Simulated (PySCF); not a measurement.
**ECD: SMILES B[C@@H]1OC2(CC2)[C@H]1Cl, C5H8BClO**

Cartesian coordinates in Å; atom numbers follow the order of the lines, from 1:
```xyz
16

B     2.5411   -0.2171   -0.7864
C     1.2273   -0.6920   -0.0750
O    -0.0116   -0.7118   -0.8273
C    -0.6832    0.0176    0.1828
C    -2.0692   -0.2810    0.6431
C    -1.7676    1.0076   -0.0809
C     0.5706    0.1929    1.0067
Cl    0.5371   -0.4577    2.6553
H     3.4591    0.0301   -0.1116
H     2.5822   -0.1336   -1.9466
H     1.4087   -1.7040    0.3235
H    -2.6154   -1.0433    0.1110
H    -2.2651   -0.2452    1.7037
H    -2.1102    1.1058   -1.0986
H    -1.7622    1.9282    0.4828
H     0.9507    1.2126    1.0736
```

Method: TDDFT PBE0/def2-SVPD circular dichroism and optical rotation, one conformer, gas phase in PySCF 2.14.0. Geometry: GFN2-xTB.

States above about 7.0 eV (minus the energy of the highest occupied orbital) lie near or above the ionisation threshold and depend on the basis.

Question: What are the CIP labels of the stereocentres?

Answer: C2 S, C7 S.

Question: List the lowest 16 singlet excitations with oscillator and rotatory strengths.

Answer: Rotatory strengths R in 10⁻⁴⁰ esu² cm², velocity form and length form (origin at the centre of mass); f in length form.
| state | E (eV) | λ (nm) | f | R (velocity) | R (length) | main |
| --- | --- | --- | --- | --- | --- | --- |
| 1 | 3.83 | 323 | 0.001 | -1.5 | -1.8 | HOMO→LUMO 0.98 |
| 2 | 5.29 | 235 | 0.022 | +12.7 | +13.0 | HOMO−1→LUMO 0.90 |
| 3 | 5.59 | 222 | 0.006 | -9.3 | -9.7 | HOMO−2→LUMO 0.94 |
| 4 | 6.15 | 202 | 0.0008 | -15.9 | -15.1 | HOMO−3→LUMO 0.37, HOMO−6→LUMO 0.19 |
| 5 | 6.17 | 201 | 0.010 | +7.7 | +6.8 | HOMO→LUMO+1 0.81 |
| 6 | 6.44 | 193 | 0.006 | +27.8 | +27.6 | HOMO−3→LUMO 0.56, HOMO−6→LUMO 0.20 |
| 7 | 6.61 | 188 | 0.019 | -12.3 | -11.7 | HOMO−4→LUMO 0.68, HOMO−5→LUMO 0.20 |
| 8 | 6.72 | 185 | 0.023 | +17.3 | +17.8 | HOMO→LUMO+2 0.87 |
| 9 | 7.00 | 177 | 0.003 | -16.1 | -15.8 | HOMO→LUMO+5 0.72, HOMO→LUMO+3 0.09 |
| 10 | 7.02 | 177 | 0.016 | -4.9 | -4.7 | HOMO−6→LUMO 0.48, HOMO−5→LUMO 0.40 |
| 11 | 7.11 | 174 | 0.037 | +16.7 | +16.0 | HOMO→LUMO+3 0.76, HOMO→LUMO+5 0.16 |
| 12 | 7.14 | 174 | 0.0002 | +1.7 | +0.4 | HOMO→LUMO+4 0.89 |
| 13 | 7.26 | 171 | 0.003 | -1.3 | -1.1 | HOMO−1→LUMO+1 0.87 |
| 14 | 7.38 | 168 | 0.009 | -2.2 | -2.1 | HOMO−2→LUMO+1 0.88 |
| 15 | 7.60 | 163 | 0.006 | +5.3 | +6.2 | HOMO→LUMO+6 0.75 |
| 16 | 7.63 | 162 | 0.008 | -15.5 | -15.5 | HOMO−7→LUMO 0.56, HOMO−8→LUMO 0.25 |

Among the states computed, the strongest CD band (largest |R|) is state 6. The largest dissymmetry factor in size, g = 4R/(D+G), with D and G the electric and magnetic dipole strengths, is -0.17 for state 4 (velocity form, f = 0.0009), among bands with |R| over 0.5. The mirror image has the same energies and oscillator strengths and all R with the opposite sign.
